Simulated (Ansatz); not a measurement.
Si₄₇H₅₀⁻, a nanocrystal cut from cubic silicon. The state is a doublet with charge -1. Geometry r2SCAN-D4/def2-SVP, that of the neutral singlet; atoms count from 1.

Cartesian coordinates in Å:
```
Si 2.835 3.335 3.510
Si 2.861 4.245 -0.686
Si 4.417 -0.009 2.536
Si 4.446 0.787 -1.214
Si -0.346 4.460 1.498
Si 1.126 0.142 4.543
Si -2.096 1.235 2.789
Si -0.410 5.285 -2.265
Si 1.170 1.822 -2.991
Si -2.077 2.073 -0.965
Si 1.177 1.028 0.787
Si 2.736 -2.426 0.055
Si -0.522 -2.222 2.033
Si -0.510 -1.361 -1.708
Si 2.834 -3.136 3.910
Si 0.922 -5.750 1.126
Si -0.480 -0.732 -5.471
Si 2.772 -1.591 -3.709
Si 1.048 -4.771 -2.506
Si -5.359 2.307 1.029
Si -3.801 -0.437 -3.424
Si -3.789 -1.143 0.285
Si -2.261 -4.563 -0.508
Si 0.962 4.764 3.430
Si 0.855 5.409 -0.291
Si 2.376 1.135 2.810
Si 2.414 1.956 -0.991
Si 5.659 0.970 0.793
Si 3.984 -2.274 2.047
Si 3.990 -1.471 -1.696
Si -0.843 2.202 1.043
Si -4.121 2.406 3.027
Si -4.097 3.251 -0.715
Si -0.953 1.199 4.843
Si 0.714 -2.119 4.034
Si -2.540 -1.023 2.275
Si -0.839 3.021 -2.728
Si 0.733 -0.433 -3.478
Si -2.532 -0.182 -1.459
Si -2.676 0.114 -5.416
Si 0.721 -1.235 0.295
Si 2.257 -4.669 -0.484
Si -1.013 -4.461 1.487
Si -0.981 -3.605 -2.235
Si 2.347 -3.844 -4.233
Si -5.800 0.047 0.549
Si -4.275 -3.391 -0.205
H 3.940 3.921 2.689
H 3.319 3.256 4.927
H 3.849 4.473 0.414
H 3.469 4.752 -1.960
H 5.192 0.069 3.821
H 5.224 1.389 -2.349
H -1.630 5.223 1.657
H 1.944 0.222 5.801
H 0.349 5.895 -3.404
H -1.705 6.023 -2.110
H 1.991 2.428 -4.094
H 3.592 -2.741 5.143
H 2.754 -4.629 3.881
H 1.667 -6.016 2.395
H 0.498 -7.071 0.555
H 0.274 -0.119 -6.613
H -0.568 -2.207 -5.726
H 3.567 -0.941 -4.806
H 0.748 -6.213 -2.802
H -6.651 3.057 1.192
H -5.067 0.358 -3.317
H -4.182 -1.885 -3.508
H -2.527 -6.006 -0.831
H 1.447 6.184 3.435
H 0.134 4.565 4.659
H 1.158 6.841 0.046
H 5.944 2.410 1.096
H 6.968 0.253 0.657
H 5.285 -3.000 1.855
H 5.276 -2.235 -1.836
H -3.829 3.831 3.390
H -4.912 1.794 4.144
H -3.802 4.688 -0.411
H -4.863 3.196 -2.003
H -0.812 2.569 5.426
H -1.773 0.377 5.793
H -0.098 -2.735 5.137
H -3.337 -1.620 3.401
H -1.657 2.923 -3.983
H -2.659 1.597 -5.607
H -3.439 -0.481 -6.563
H 3.556 -5.404 -0.659
H -1.826 -5.051 2.604
H -1.758 -3.640 -3.520
H 3.644 -4.590 -4.325
H 1.645 -3.961 -5.551
H -6.583 -0.564 1.672
H -6.616 -0.069 -0.703
H -5.025 -3.981 0.952
H -5.145 -3.483 -1.420
```

Single mean-field runs in def2-SVP are fitted with def2-universal-jkfit.

Q: Estimate the Mulliken populations of the heavy atoms from the PBE0/def2-SVP orbitals of Ansatz.

A: 
```
atom  charge (e)  spin (α − β)
 Si1        0.12          0.02
 Si2        0.14          0.02
 Si3       -0.01          0.00
 Si4        0.00          0.01
 Si5       -0.01          0.04
 Si6        0.00          0.02
 Si7       -0.22          0.02
 Si8        0.12          0.02
 Si9        0.08          0.04
Si10       -0.16          0.04
Si11       -0.05          0.11
Si12       -0.17          0.02
Si13       -0.15          0.01
Si14       -0.08          0.05
Si15        0.10          0.01
Si16        0.11          0.00
Si17        0.13          0.01
Si18        0.00          0.03
Si19       -0.04          0.00
Si20       -0.11          0.00
Si21        0.13          0.01
Si22       -0.22          0.00
Si23       -0.03         -0.01
Si24        0.09         -0.01
Si25       -0.08         -0.01
Si26       -0.20          0.01
Si27       -0.19          0.00
Si28        0.13          0.01
Si29        0.00          0.02
Si30        0.03          0.02
Si31       -0.09          0.01
Si32        0.16          0.01
Si33        0.16          0.01
Si34        0.16          0.01
Si35        0.01          0.00
Si36        0.11          0.03
Si37        0.00          0.01
Si38       -0.20          0.02
Si39       -0.13          0.05
Si40        0.05          0.00
Si41       -0.03          0.08
Si42        0.00          0.02
Si43       -0.01          0.04
Si44        0.02          0.04
Si45        0.13          0.01
Si46        0.16          0.00
Si47        0.16          0.02
```
Mulliken values depend strongly on the basis.

Q: Where does the spin sit?

A: Summed by element: Si 0.89, H 0.11, of 1 unpaired in all. Largest on single atoms: Si11 0.11, Si41 0.08, Si39 0.05.

Q: And the Mayer bond orders between heavy atoms (over 0.3, the first 40 of 69)?

A: Si1–Si24 0.95 (2.36 Å); Si1–Si26 0.94 (2.35 Å); Si2–Si25 0.94 (2.35 Å); Si2–Si27 0.94 (2.35 Å); Si3–Si26 0.92 (2.36 Å); Si3–Si28 0.94 (2.35 Å); Si3–Si29 0.93 (2.36 Å); Si4–Si27 0.92 (2.35 Å); Si4–Si28 0.94 (2.35 Å); Si4–Si30 0.94 (2.35 Å); Si5–Si24 0.94 (2.35 Å); Si5–Si25 0.93 (2.35 Å); Si5–Si31 0.92 (2.36 Å); Si6–Si26 0.91 (2.36 Å); Si6–Si34 0.95 (2.35 Å); Si6–Si35 0.94 (2.35 Å); Si7–Si31 0.92 (2.36 Å); Si7–Si32 0.93 (2.35 Å); Si7–Si34 0.93 (2.35 Å); Si7–Si36 0.93 (2.36 Å); Si8–Si25 0.95 (2.35 Å); Si8–Si37 0.93 (2.35 Å); Si9–Si27 0.90 (2.36 Å); Si9–Si37 0.94 (2.35 Å); Si9–Si38 0.94 (2.35 Å); Si10–Si31 0.92 (2.36 Å); Si10–Si33 0.93 (2.35 Å); Si10–Si37 0.92 (2.35 Å); Si10–Si39 0.91 (2.35 Å); Si11–Si26 0.92 (2.35 Å); Si11–Si27 0.93 (2.36 Å); Si11–Si31 0.93 (2.35 Å); Si11–Si41 0.72 (2.36 Å); Si12–Si29 0.90 (2.36 Å); Si12–Si30 0.92 (2.36 Å); Si12–Si41 0.93 (2.35 Å); Si12–Si42 0.93 (2.36 Å); Si13–Si35 0.93 (2.36 Å); Si13–Si36 0.92 (2.36 Å); Si13–Si41 0.92 (2.35 Å).
